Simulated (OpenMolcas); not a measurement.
Au4+ (d7) among equal point charges was computed by CASSCF with the d shell active (OpenMolcas, ANO-RCC-VDZP on the metal). Its lowest spin-free states, and all those of the highest spin:

```
2S+1  Degeneracy  E (cm-1)
   4           2       0.0
   4           1      1480
   4           2      3443
   4           1      4808
   4           1      7843
   2           1     13334
   4           1     14316
   2           1     15779
   2           2     16457
   2           1     17217
   2           2     17972
   2           2     19857
   4           2     20288
```

Task: Is the site octahedral, tetrahedral or cube-like, axial, or of lower symmetry?

Result: The states with 2S+1 = 4 have orbital degeneracies 2, 1, 2, 1, 1, 1, 2. There are pairs but no triples, so the site is axial: not cubic, but with a proper or improper axis of order three or more. The run had Au4+ among 6 point charges of -1.7 e arranged as a tetragonal octahedron (D4h), 2.4 Å from the ion, with the axial distance 2.064 Å.

An orbital doublet at a regular site is open to a Jahn-Teller distortion, which this geometry leaves out. Without dynamic correlation the repulsion within the d shell is too large (B by tens of per cent), so at a given field states of lower spin stand too high. This shell can be high or low spin here, a state of another spin lies low, and with metal d orbitals alone active their balance is uncertain, so the ground spin may be wrong. Point charges give a weaker field than real ligands, and real ions of this kind are as a rule low spin; the high spin found here belongs to the model. Point charges carry no covalency, so the field is a model and not that of real ligands. No measured value stands beside these numbers.
